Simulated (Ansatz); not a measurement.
I$_{4}$Ta (SMILES [I][Ta+]([I])([I])[I]), charge +1, singlet, geometry from GFN2-xTB (such geometries of metal compounds can be far from the true shape) (the multiplicity is a formal guess) (core potentials on I, Ta). Base run: HF/def2-SVP run with Ansatz (a quantum-chemistry and plane-wave program).

Input for Ansatz:
Ansatz 0.2 input:
```yaml
crystal:
  periodic: [false, false, false]
  atoms:
    - {symbol: Ta, position_ang: [-0.00000000, 0.00000000, 0.00000000]}
    - {symbol: I, position_ang: [2.11003522, -0.60975355, -1.50846892]}
    - {symbol: I, position_ang: [0.78869445, 0.38742437, 2.51543036]}
    - {symbol: I, position_ang: [-1.14079482, 2.22296751, -0.92548858]}
    - {symbol: I, position_ang: [-1.75793485, -2.00063833, -0.08147287]}
basis:
  gaussian:
    orbitals: def2-SVP
hamiltonian:
  xc: hf
total_charge: 1
```

Variants of this job, named by their change:

| change | ΔE vs base (mEh) |
|---|---|
| base | 0.000 |
| occupation = up:A1:20 A2:8 B1:14 B2:14 down:A1:20 A2:8 B1:14 B2:14 | 0.000 |
| occupation = up:A1:21 A2:7 B1:14 B2:14 down:A1:21 A2:7 B1:14 B2:14 | 270.2 |
| symmetry_tolerance_ang = 0.01 | 0.000 |
| occupation = up:A1:20 A2:7 B1:14 B2:15 down:A1:20 A2:7 B1:14 B2:15 | 330.4 |
| occupation = up:A1:20 A2:8 B1:15 B2:13 down:A1:20 A2:8 B1:15 B2:13 | 330.0 |
| occupation = up:A1:20 A2:9 B1:13 B2:14 down:A1:20 A2:9 B1:13 B2:14 | 276.8 |
